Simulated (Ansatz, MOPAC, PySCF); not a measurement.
Molecule: CsF, charge 0, multiplicity 1. SMILES: [F][Cs]
Geometry: optimised at B3LYP-D3(BJ)/def2-TZVP (Ansatz, a first-principles code).

Property: size of the dipole moment, in D. Conventions: no spin-orbit coupling; def2 sets with scalar-relativistic core potentials past Kr; LANL2DZ with its own core potentials from Na on; STO-3G and 3-21G all-electron and non-relativistic; 6-31G* and kin with 6d, 5d where marked. Ab initio and DFT rows: single points at B3LYP-D3(BJ) geometries (Ansatz). Semi-empirical rows: dipoles at the shared geometry.

| level | program | size of the dipole moment (D) |
|---|---|---|
| MNDO | MOPAC | 10.40 |
| SVWN5/6-31G* with LANL2DZ past Ar | Ansatz | 6.83 |
| PBE/3-21G | Ansatz | 7.03 |
| PBE/def2-SVP | Ansatz | 7.24 |
| PBE/6-31G* with LANL2DZ past Ar | Ansatz | 6.80 |
| BLYP/6-31G* with LANL2DZ past Ar | Ansatz | 6.62 |
| BP86/def2-SVP | PySCF | 7.24 |
| B3LYP/3-21G | Ansatz | 8.21 |
| B3LYP/LANL2DZ | Ansatz | 9.48 |
| B3LYP/def2-SVP | Ansatz | 7.64 |
| B3LYP/6-31G* with LANL2DZ past Ar | Ansatz | 8.13 |
| PBE0/6-31G* with LANL2DZ past Ar | Ansatz | 8.59 |
| M06-2X/6-31G* with LANL2DZ past Ar (5d) | PySCF | 9.62 |

No value to compare with is used here. The 13 habitual levels span 6.62 (BLYP/6-31G* with LANL2DZ past Ar) to 10.40 D (MNDO).

The levels are drawn from those run, B3LYP/6-31G* more often than the rest, none by its result; runs whose electronic state is in doubt are left out.
